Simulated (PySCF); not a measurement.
Atom-mapped SMILES (the numbers label the heavy atoms): `[CH:1]#[C:2][c:3]1[cH:4][cH:5][c:6]([CH3:7])[s:8]1`. Hydrogens are named by the atom that carries them.

Geometry: GFN2-xTB; GIAO shifts from PySCF 2.14.0 with density-fitted response routines, gas phase, non-relativistic, averaged over equivalent atoms.

At HF/MINI (50 basis functions, 1.2 s wall time on 1 thread of an Intel Xeon 6975P-C, shared host):
```csv
atoms,δ (ppm)
C6,144.8
C4,131.0
C3,125.0
C5,119.1
C1,96.5
C2,57.6
C7,32.9
H(C4),8.09
H(C5),7.30
H(C1),5.36
H(C7),2.73
```

Chemical shifts δ = σref − σ; TMS for 13C (243.62 ppm), 1H (31.28 ppm), all at this level.

Task: Predict the values at WP04/6-311+G(2d,p) on the same geometry.

Result: 
```json
{"atoms": "C6", "δ at WP04/6-311+G(2d,p)": "156.1", "change": "+11.3"}
{"atoms": "C4", "δ at WP04/6-311+G(2d,p)": "137.3", "change": "+6.3"}
{"atoms": "C3", "δ at WP04/6-311+G(2d,p)": "132.6", "change": "+7.6"}
{"atoms": "C5", "δ at WP04/6-311+G(2d,p)": "127.3", "change": "+8.2"}
{"atoms": "C1", "δ at WP04/6-311+G(2d,p)": "83.9", "change": "-12.6"}
{"atoms": "C2", "δ at WP04/6-311+G(2d,p)": "76.4", "change": "+18.8"}
{"atoms": "C7", "δ at WP04/6-311+G(2d,p)": "19.5", "change": "-13.4"}
{"atoms": "H(C4)", "δ at WP04/6-311+G(2d,p)": "7.05", "change": "-1.04"}
{"atoms": "H(C5)", "δ at WP04/6-311+G(2d,p)": "6.54", "change": "-0.76"}
{"atoms": "H(C1)", "δ at WP04/6-311+G(2d,p)": "2.90", "change": "-2.46"}
{"atoms": "H(C7)", "δ at WP04/6-311+G(2d,p)": "2.53", "change": "-0.20"}
```

Referencing at the same level of theory: 13C (σ = 179.31 ppm), 1H (σ = 32.38 ppm) against TMS.

The largest change is at C2 (alkyne carbon). Cost: 260 basis functions, 26 s wall time on 1 thread of an Intel Xeon 6975P-C, shared host. The order of the carbon signals is the same at both levels.
